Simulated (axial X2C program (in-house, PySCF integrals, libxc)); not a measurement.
PBE0 spin-free against experiment

Calculated with an in-house relativistic program for diatomic molecules, spin-free (one-electron X2C) or two-component (2c: spin–orbit coupling with atomic mean-field Coulomb and Gaunt terms, which also bring small scalar terms), in Dyall basis sets with cores contracted in-house; open shells are unrestricted.

Dyall triple-zeta sets (v3z, cv3z or av3z by atom and run).

Measured values: Huber and Herzberg, Constants of Diatomic Molecules (1979). Errors are computed minus measured. MP2 and coupled cluster freeze inner shells, in many runs the outer core of a metal too (1s of Li among them), which lengthens bonds; no counterpoise correction.

| molecule | state | measured Re (Å) | measured ωe (cm⁻¹) |
| --- | --- | --- | --- |
| NH | 3Σ- | 1.03621 | 3282.27 |
| BH | 1Σ+ | 1.2324 | 2366.9 |
| PN | 1Σ+ | 1.49087 | 1337.24 |
| LiH | 1Σ+ | 1.5957 | 1405.65 |
| HI | 1Σ+ | 1.60916 | 2309.01 |
| CuF | 1Σ+ | 1.74493 | 622.65 |
| NaH | 1Σ+ | 1.8874 | 1172.2 |
| S₂ | 3Σg- | 1.8892 | 725.65 |
| P₂ | 1Σg+ | 1.8934 | 780.77 |
| IF | 1Σ+ | 1.90976 | 610.24 |
| PbO | 1Σ+ | 1.92181 | 721 |
| GeS | 1Σ+ | 2.01209 | 575.8 |
| AlCl | 1Σ+ | 2.13011 | 481.3 |
| GeSe | 1Σ+ | 2.13463 | 408.7 |
| BrCl | 1Σ+ | 2.13606 | 444.276 |
| LiBr | 1Σ+ | 2.17043 | 563.16 |
| SnS | 1Σ+ | 2.20903 | 487.26 |
| KH | n/a | 2.2425 | 983.6 |
| Br₂ | 1Σg+ | 2.28105 | 325.321 |
| PbS | 1Σ+ | 2.28686 | 429.4 |
| LiI | 1Σ+ | 2.39192 | 498.16 |
| TlCl | 1Σ+ | 2.48483 | n/a |
| AlI | 1Σ+ | 2.5371 | 316.1 |
| Li₂ | 1Σg+ | 2.6729 | 351.43 |

PBE0 spin-free gives:

```json
{"molecule": "NH", "Re (Å)": "1.038", "ωe (cm⁻¹)": "3312.9"}
{"molecule": "BH", "Re (Å)": "1.241", "ωe (cm⁻¹)": "2325.8"}
{"molecule": "PN", "Re (Å)": "1.485", "ωe (cm⁻¹)": "1421.7"}
{"molecule": "LiH", "Re (Å)": "1.597", "ωe (cm⁻¹)": "1409.1"}
{"molecule": "HI", "Re (Å)": "1.611", "ωe (cm⁻¹)": "2336.7"}
{"molecule": "CuF", "Re (Å)": "1.741", "ωe (cm⁻¹)": "624.6"}
{"molecule": "NaH", "Re (Å)": "1.887", "ωe (cm⁻¹)": "1179.1"}
{"molecule": "S₂", "Re (Å)": "1.896", "ωe (cm⁻¹)": "745.8"}
{"molecule": "P₂", "Re (Å)": "1.888", "ωe (cm⁻¹)": "826.3"}
{"molecule": "IF", "Re (Å)": "1.916", "ωe (cm⁻¹)": "636.1"}
{"molecule": "PbO", "Re (Å)": "1.900", "ωe (cm⁻¹)": "787.8"}
{"molecule": "GeS", "Re (Å)": "2.011", "ωe (cm⁻¹)": "586.4"}
{"molecule": "AlCl", "Re (Å)": "2.155", "ωe (cm⁻¹)": "469.0"}
{"molecule": "GeSe", "Re (Å)": "2.134", "ωe (cm⁻¹)": "413.2"}
{"molecule": "BrCl", "Re (Å)": "2.136", "ωe (cm⁻¹)": "458.0"}
{"molecule": "LiBr", "Re (Å)": "2.168", "ωe (cm⁻¹)": "563.3"}
{"molecule": "SnS", "Re (Å)": "2.207", "ωe (cm⁻¹)": "500.3"}
{"molecule": "KH", "Re (Å)": "2.235", "ωe (cm⁻¹)": "985.3"}
{"molecule": "Br₂", "Re (Å)": "2.277", "ωe (cm⁻¹)": "336.5"}
{"molecule": "PbS", "Re (Å)": "2.282", "ωe (cm⁻¹)": "452.2"}
{"molecule": "LiI", "Re (Å)": "2.391", "ωe (cm⁻¹)": "498.0"}
{"molecule": "TlCl", "Re (Å)": "2.508", "ωe (cm⁻¹)": "277.0"}
{"molecule": "AlI", "Re (Å)": "2.558", "ωe (cm⁻¹)": "311.4"}
{"molecule": "Li₂", "Re (Å)": "2.728", "ωe (cm⁻¹)": "340.9"}
```

(1) Work out the errors, computed minus measured.

(2) What are the mean, mean absolute and worst errors of Re over these?

Results:

(1) 

```tsv
molecule	error of Re (Å)	error of ωe (%)
NH	0.002	0.9
BH	0.009	-1.7
PN	-0.006	6.3
LiH	0.001	0.2
HI	0.002	1.2
CuF	-0.004	0.3
NaH	0.000	0.6
S₂	0.007	2.8
P₂	-0.005	5.8
IF	0.006	4.2
PbO	-0.022	9.3
GeS	-0.001	1.8
AlCl	0.025	-2.6
GeSe	-0.001	1.1
BrCl	0.000	3.1
LiBr	-0.002	0.0
SnS	-0.002	2.7
KH	-0.008	0.2
Br₂	-0.004	3.4
PbS	-0.005	5.3
LiI	-0.001	0.0
TlCl	0.023	n/a
AlI	0.021	-1.5
Li₂	0.055	-3.0
```

(2) Mean 0.004 Å, mean absolute 0.009 Å, worst 0.055 (Li₂).
